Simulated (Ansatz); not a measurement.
Basis-set extrapolation for `BCC1CO1` (PBE0-D4/def2-TZVP geometry, frozen core, Ansatz 0.2.0). Multiplicity 1, RHF reference.

```json
{"": "HF", "def2-TZVPP": "-217.241492", "def2-QZVPP": "-217.251693"}
{"": "MP2 correlation", "def2-TZVPP": "-0.838455", "def2-QZVPP": "-0.895268"}
{"": "CCSD(T) correlation", "def2-TZVPP": "-0.914000", "def2-QZVPP": "not run"}
```

Energies in hartree. Use E(X) = E(∞) + A·exp(−7.88·√X) for Hartree–Fock and E(X) = E(∞) + B·X^(−2.97) for correlation, with X = 3 and 4, and add CCSD(T) minus MP2 of the smaller set to the MP2 limit.

Q: What is the CCSD(T) energy at the basis-set limit?

A: HF limit: -217.251693 + (-0.010201) × 0.13774 = -217.25310. MP2 limit: -0.895268 + (-0.056813) × 0.74074 = -0.93735. Higher-order term: -0.914000 − (-0.838455) = -0.07555. Total: -218.26600 hartree, 290.1 kJ/mol below CCSD(T)/def2-TZVPP.
